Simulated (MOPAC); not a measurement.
Input for MOPAC: AM1 on BH2I (SMILES BI), a point of a bond scan (R = 2.365 Å).

```
AM1 1SCF PRECISE CHARGE=0 THREADS=1
BH2I

B     -1.00687273 1    -1.52824232 1     0.26334221 1
H     -0.24339225 1    -3.08191764 1     1.87498635 1
H     -1.98651595 1    -1.65890826 1    -0.38610151 1
I      0.14426438 1     0.21896603 1    -0.03773158 1
```

Output:

```
*******************************************************************************
 **                                                                           **
 **                              MOPAC v23.2.5                                **
 **                                                                           **
 *******************************************************************************
 ** MOPAC's Digital Object Identifier: https://doi.org/10.5281/zenodo.6511958 **
 **                                                                           **
 ** Please cite the open-source release paper for use of this MOPAC version:  **
 ** J. E. Moussa and J. J. P. Stewart (2026)                                  **
 ** MOPAC: An open-source semiempirical molecular orbital program             **
 ** J. Open Source Softw., 11(119), 8025, https://doi.org/10.21105/joss.08025 **
 *******************************************************************************

                              AM1 CALCULATION RESULTS

 *******************************************************************************
 *  AM1        - The AM1 Hamiltonian to be used
 *
 *
 *
 *                 CHARGE ON SYSTEM = 0
 *
 *
 *
 *  PRECISE    - TIGHTER CRITERIA TO BE USED
 *  1SCF       - DO 1 SCF AND THEN STOP
 *  THREADS=1  - MULTI-THREADING NOT USED
 *  T=         - A TIME OF 172800.0 SECONDS REQUESTED
 *  DUMP=N     - RESTART FILE WRITTEN EVERY 7200.0 SECONDS REQUESTED
 *******************************************************************************
AM1 1SCF PRECISE CHARGE=0 THREADS=1
 BH2I

   ATOM   CHEMICAL          X               Y               Z
  NUMBER   SYMBOL      (ANGSTROMS)     (ANGSTROMS)     (ANGSTROMS)

     1       B         -1.00687273  *  -1.52824232  *   0.26334221  *
     2       H         -0.24339225  *  -3.08191764  *   1.87498635  *
     3       H         -1.98651595  *  -1.65890826  *  -0.38610151  *
     4       I          0.14426438  *   0.21896603  *  -0.03773158  *



          CARTESIAN COORDINATES

    NO.       ATOM           X           Y           Z

     1         B         -1.0069     -1.5282      0.2633
     2         H         -0.2434     -3.0819      1.8750
     3         H         -1.9865     -1.6589     -0.3861
     4         I          0.1443      0.2190     -0.0377

  H: (AM1): M.J.S. DEWAR ET AL, J. AM. CHEM. SOC. 107 3902-3909 (1985)
  B: (AM1): M.J.S. DEWAR ET AL, ORGANOMETALLICS, 7, 513-521 (1988)
  I: (AM1): M.J.S. DEWAR AND E. G. ZOEBISCH, THEOCHEM, 180, 1 (1988).

           Empirical Formula: H2 B I  =     4 atoms



      MOLECULAR POINT GROUP   :   Cs


      RHF CALCULATION, NO. OF DOUBLY OCCUPIED LEVELS = 6


 -------------------------------------------------------------------------------
 AM1 1SCF PRECISE CHARGE=0 THREADS=1
 BH2I



     1SCF WAS SPECIFIED, SO BFGS WAS NOT USED
     SCF FIELD WAS ACHIEVED


                              AM1 CALCULATION
                                                       MOPAC v23.2.5 Linux




          FINAL HEAT OF FORMATION =        149.84746 KCAL/MOL =     626.96175 KJ/MOL


          COSMO AREA              =        100.31 SQUARE ANGSTROMS
          COSMO VOLUME            =         82.73 CUBIC ANGSTROMS

          IONIZATION POTENTIAL    =          8.554473 EV
          HOMO LUMO ENERGIES (EV) =         -8.554 -1.848
          NO. OF FILLED LEVELS    =          6
          MOLECULAR WEIGHT        =        139.7303         POINT GROUP:  Cs

          MOLECULAR DIMENSIONS (Angstroms)

            Atom       Atom       Distance
            I     4    H     2     3.83466
            H     3    H     2     2.33209
            B     1    H     2     0.00000


          SCF CALCULATIONS        =          1





   ATOM   CHEMICAL          X               Y               Z
  NUMBER   SYMBOL      (ANGSTROMS)     (ANGSTROMS)     (ANGSTROMS)

     1       B         -1.00687273  *  -1.52824232  *   0.26334221  *
     2       H         -0.24339225  *  -3.08191764  *   1.87498635  *
     3       H         -1.98651595  *  -1.65890826  *  -0.38610151  *
     4       I          0.14426438  *   0.21896603  *  -0.03773158  *

                             CARTESIAN COORDINATES

   1    B       -1.006872730    -1.528242320     0.263342210
   2    H       -0.243392250    -3.081917640     1.874986350
   3    H       -1.986515950    -1.658908260    -0.386101510
   4    I        0.144264380     0.218966030    -0.037731580


           Empirical Formula: H2 B I  =     4 atoms



      MOLECULAR POINT GROUP   :   Cs


                  EIGENVALUES
 -30.20109 -19.72933 -12.06729 -10.61805 -10.61084  -8.55447  -1.84826   0.60975
   1.67450   4.21628


              NET ATOMIC CHARGES AND DIPOLE CONTRIBUTIONS

  ATOM NO.   TYPE          CHARGE      No. of ELECS.   s-Pop       p-Pop
    1          B           0.207458        2.7925     1.52037     1.27217
    2          H          -0.016724        1.0167     1.01672
    3          H          -0.063551        1.0636     1.06355
    4          I          -0.127183        7.1272     1.97531     5.15187
 DIPOLE           X         Y         Z       TOTAL
 POINT-CHG.    -0.466    -0.903     0.253     1.047
 HYBRID        -0.735    -0.563    -0.177     0.942
 SUM           -1.200    -1.465     0.076     1.896


          ATOMIC ORBITAL ELECTRON POPULATIONS

     Atom    s        px        py        pz
    1  B   1.52037   0.52396   0.41223   0.33598
    2  H   1.01672
    3  H   1.06355
    4  I   1.97531   1.78272   1.44006   1.92910

 **********************
 *                    *
 * JOB ENDED NORMALLY *
 *                    *
 **********************




 == MOPAC DONE ==
```

The run finished.

Cost: around 0.03 core-seconds (rough).
